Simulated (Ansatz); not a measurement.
A nudged elastic band was laid between two geometries of CH₃NSTe (7 atoms, charge 0, multiplicity 1).

The calculation used RKS PBE/def2-SVP (Ansatz).

```
movable images  : 7
climbing image  : yes
spring          : 5.0 eV/Å²
optimiser       : quadratic models (default)
start path      : through a guess of the saddle point
force threshold : 0.05 eV/Å
iteration limit : 60
end points      : relaxed
```

First end point:

```xyz
7
Properties=species:S:1:pos:R:3
N -0.547 0.843 0.701
C 0.110 -0.247 0.241
S 0.420 -1.601 1.114
Te 0.782 0.078 -1.838
H -0.898 0.824 1.663
H -0.847 1.603 0.088
H 1.042 -1.567 -2.016
```

Last end point:

```xyz
7
Properties=species:S:1:pos:R:3
N -0.702 1.257 0.423
C -0.003 0.246 0.106
S 0.304 -1.102 1.211
Te 1.056 -0.046 -1.812
H -0.558 -0.653 2.174
H -0.817 1.935 -0.344
H 0.781 -1.705 -1.805
```

What changes between the two ends?

Bonds broken: N1–H5. Bonds formed: S3–H5.

What energy profile does the band end with?

It converged. The highest image is number 4 of 0 to 8, 1.46 eV above the first end and 0.92 eV above the last; the last end lies 0.54 eV above the first. A vibrational analysis at the climbing image gives one clearly imaginary mode, 1477i cm⁻¹: a first-order saddle point. The orbitals stay closed-shell, which can raise the energy where a bond breaks towards radicals; this wasn't checked here.

| image | path coordinate (Å) | energy (eV) | N1–H5 (Å) | S3–H5 (Å) |
| --- | --- | --- | --- | --- |
| 0 | 0.00 | 0.00 | 1.02 | 2.81 |
| 1 | 0.35 | 0.00 | 1.02 | 2.80 |
| 2 | 0.70 | 0.16 | 1.03 | 2.46 |
| 3 | 1.05 | 0.84 | 1.12 | 2.03 |
| 4 | 1.39 | 1.46 | 1.41 | 1.66 |
| 5 | 1.80 | 0.98 | 1.84 | 1.41 |
| 6 | 2.21 | 0.61 | 2.29 | 1.37 |
| 7 | 2.61 | 0.54 | 2.56 | 1.37 |
| 8 | 3.02 | 0.54 | 2.60 | 1.37 |

What is the geometry of the highest image?


```xyz
7
Properties=species:S:1:pos:R:3:forces:R:3
N -0.571 1.011 0.644 0.00 0.00 0.01
C -0.009 -0.023 0.060 0.00 0.00 0.00
S 0.079 -1.328 1.185 0.00 0.00 0.00
Te 0.681 -0.069 -1.962 0.00 0.00 0.00
H -0.601 0.094 1.710 0.00 0.00 0.00
H -0.724 1.904 0.152 0.00 0.00 0.00
H 1.207 -1.657 -1.834 0.00 0.00 0.00
```

What are the harmonic wavenumbers there?

1477i, 123, 185, 299, 407, 537, 621, 662, 859, 866, 1185, 1492, 1703, 2081, 3388 cm⁻¹.

The band took 19 iterations and roughly 6 core-minutes.

Run time: 3.2 min on 2 threads of Arm Neoverse V1 (shared host), peak memory 0.13 GiB.
